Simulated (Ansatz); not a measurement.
Frontier orbitals of C₇H₁₅N (`C=CCN(CC)CC`).

Total charge 0; spin multiplicity 1. All single points use the PBE0-D4/def2-TZVP geometry. It is one conformer, not always the lowest. Basis def2-TZVPP, Ansatz 0.2.0.

| functional | HOMO (eV) | LUMO (eV) | gap (eV) |
| --- | --- | --- | --- |
| PBE | -4.71 | -0.77 | 3.94 |
| BLYP | -4.61 | -0.63 | 3.98 |
| r2SCAN | -4.94 | -0.52 | 4.42 |
| PBE0 | -6.04 | 0.29 | 6.33 |
| HSE06 (plane-wave form) | -5.64 | -0.09 | 5.55 |
| CAM-B3LYP | -7.43 | 1.44 | 8.87 |
| ωB97M-V | -8.38 | 2.37 | 10.75 |

Against PBE, PBE0 changes HOMO and LUMO by −1.34 and +1.06 eV, ωB97M-V by −3.67 and +3.14 eV. A gap of 3.94 eV thus becomes 10.74 eV for the same molecule, so an orbital gap means little without its functional. A positive LUMO is unbound and depends on the basis.
